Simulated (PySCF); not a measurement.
An equivalent PySCF input for As⁺ (arsenic, charge +1), [Ar] 3d10 4s2 4p2, high-spin 3P determinant, with the spin-free X2C one-electron Hamiltonian (Gaussian nucleus):

```python
from pyscf import gto, scf, dft, mp, cc
import basis_set_exchange as bse
mol = gto.M(atom="As 0 0 0", charge=1, spin=2, symmetry="D2h",
            basis=gto.basis.parse(bse.get_basis("ANO-RCC-VTZP", elements=["As"], fmt="nwchem")),
            nucmod="G")
mf = dft.UKS(mol, xc="R2SCAN").sfx2c1e()
mf.irrep_nelec = {'Ag': (6, 6), 'B1g': (1, 1), 'B2g': (1, 1), 'B3g': (1, 1), 'B1u': (3, 2), 'B2u': (3, 2), 'B3u': (2, 2)}
mf.kernel()
```

It reaches the same state as the run whose output follows, with an energy that differs only through the grid. The run itself started from symmetry-adapted Hartree-Fock orbitals and held the occupation by maximum overlap, on a logarithmic radial grid, so the iterations belong to that start.

```
SCF conv_tol = 1e-09
number electrons alpha = 17  beta = 15
XC functionals = R2SCAN
    J. W. Furness, A. D. Kaplan, J. Ning, J. P. Perdew, and J. Sun.,  J. Phys. Chem. Lett. 11, 8208-8215 (2020)
    J. W. Furness, A. D. Kaplan, J. Ning, J. P. Perdew, and J. Sun.,  J. Phys. Chem. Lett. 11, 9248-9248 (2020)
    J. W. Furness, A. D. Kaplan, J. Ning, J. P. Perdew, and J. Sun.,  J. Phys. Chem. Lett. 11, 8208-8215 (2020)
    J. W. Furness, A. D. Kaplan, J. Ning, J. P. Perdew, and J. Sun.,  J. Phys. Chem. Lett. 11, 9248-9248 (2020)
cycle= 1 E= -2260.32313292357  delta_E= -0.00861  |g|= 0.0846  |ddm|= 0.115
cycle= 2 E= -2260.32383090551  delta_E= -0.000698  |g|= 0.0598  |ddm|= 0.0472
cycle= 3 E= -2260.32460612888  delta_E= -0.000775  |g|= 0.00159  |ddm|= 0.0216
cycle= 4 E= -2260.32460743445  delta_E= -1.31e-06  |g|= 0.000246  |ddm|= 0.00148
cycle= 5 E= -2260.32460746825  delta_E= -3.38e-08  |g|= 8.02e-06  |ddm|= 0.000256
cycle= 6 E= -2260.32460746831  delta_E= -6.28e-11  |g|= 5.48e-07  |ddm|= 1.18e-05
converged SCF energy = -2260.32460746831  <S^2> = 2.0041148  2S+1 = 3.002742
```
